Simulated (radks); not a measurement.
The numbers below are computed, except where a source is named.
Species: the hafnium ion Hf+. Configuration: [Xe] 4f14 5d1 6s2. Code: a radial shooting solver on a logarithmic mesh with Libxc functionals. Model: Dirac Kohn-Sham, PBE, spin-unpolarised, spherical densities, point nucleus; open shells fill j = l - 1/2 first.

Normalised radial functions P(r) = r R(r) (large component), r in bohr:

r           5p3/2   4f7/2    5d5/2
0.003711   0.0103  0.0000   0.0001
0.005029   0.0176  0.0000   0.0002
0.006815   0.0297  0.0000   0.0006
0.009237   0.0488  0.0000   0.0013
0.01252    0.0775  0.0001   0.0030
0.01697    0.1176  0.0004   0.0066
0.02299    0.1670  0.0013   0.0141
0.03116    0.2148  0.0038   0.0287
0.04223    0.2363  0.0108   0.0548
0.05724    0.1930  0.0285   0.0956
0.07757    0.0528  0.0705   0.1476
0.1043    -0.1558  0.1564   0.1897
0.1413    -0.3235  0.3193   0.1835
0.1916    -0.2595  0.5727   0.0833
0.2596     0.0905  0.8819  -0.1038
0.3518     0.4549  1.1420  -0.2724
0.4768     0.4083  1.2247  -0.2697
0.6462    -0.1282  1.0889  -0.0418
0.8758    -0.7447  0.8155   0.3041
1.187     -0.9898  0.5192   0.5953
1.609     -0.7884  0.2777   0.7120
2.18      -0.4145  0.1216   0.6455
2.955     -0.1421  0.0420   0.4686
4.005     -0.0288  0.0104   0.2617
5.427     -0.0029  0.0016   0.1039
7.355     -0.0001  0.0001   0.0262
9.968     0.0000  0.0000   0.0035

5p3/2: eigenvalue -42.364 eV, 3 radial nodes at r = 0.0841, 0.243, 0.609 bohr, <r> = 1.37 bohr, 90 % of the charge inside 2.01 bohr. 4f7/2: eigenvalue -25.170 eV, 0 radial nodes, <r> = 0.682 bohr, 90 % of the charge inside 1.16 bohr. 5d5/2 (empty): eigenvalue -10.376 eV, 2 radial nodes at r = 0.222, 0.672 bohr, <r> = 2.21 bohr, 90 % of the charge inside 3.50 bohr.
